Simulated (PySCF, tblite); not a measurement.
Isomers of C6H9O2P, one GFN2-xTB conformer each. Single-point energies are computed at PBE0/pcSseg-1 (PySCF, gas phase, no added dispersion term), electronic only.

```
                SMILES  GFN2-xTB relative energy (kJ/mol)
CC(=O)[P@@]1(=O)C=CCC1                                0.0
         CP(CO)c1ccoc1                              114.5
```

Conformers: `[CH3:1][C:2](=[O:3])[P@@:4]1(=[O:5])[CH:6]=[CH:7][CH2:8][CH2:9]1` with C1–C2–P4–O5 -40°, C2–P4–C6–C7 94°, C6–C7–C8–C9 17°, C7–C8–C9–P4 -23°, C2–P4–C9–C8 -86°; `[CH3:1][P:2]([CH2:3][OH:4])[c:5]1[cH:6][cH:7][o:8][cH:9]1` with C1–P2–C3–O4 178°, P2–C3–O4–H 58°, C1–P2–C5–C6 -140°.

What does PBE0/pcSseg-1 give for the same structures?

```
                SMILES  PBE0/pcSseg-1 E (Eh)  PBE0/pcSseg-1 (kJ/mol)  GFN2-xTB (kJ/mol)  point group
CC(=O)[P@@]1(=O)C=CCC1            -725.22825                     0.0                0.0           C1
         CP(CO)c1ccoc1            -725.19258                    93.7              114.5           C1
```

Both levels put the same isomer lowest. As drawn, the lower has a C=O bond, a P=O bond and a C=C bond outside aromatic rings, which the higher lacks; the higher has an aromatic ring and an O–H bond, which the lower lacks.

Which frontier levels, dipoles and rotational constants go with these structures?

```tsv
SMILES	HOMO (eV, PBE0/pcSseg-1)	LUMO (eV)	dipole (D)	A, B, C (MHz)
CC(=O)[P@@]1(=O)C=CCC1	-6.92	-1.56	3.00	2097, 1247, 1071
CP(CO)c1ccoc1	-6.29	0.14	1.44	2228, 1045, 765.5
```

What happens when harmonic zero-point energies from GFN2-xTB frequencies are added?

```csv
SMILES,ZPE (kJ/mol),electronic (kJ/mol),with ZPE (kJ/mol)
CC(=O)[P@@]1(=O)C=CCC1,359.7,0.0,0.0
CP(CO)c1ccoc1,359.9,93.7,93.9
```

The zero-point energies span 0.2 kJ/mol. The order is unchanged.
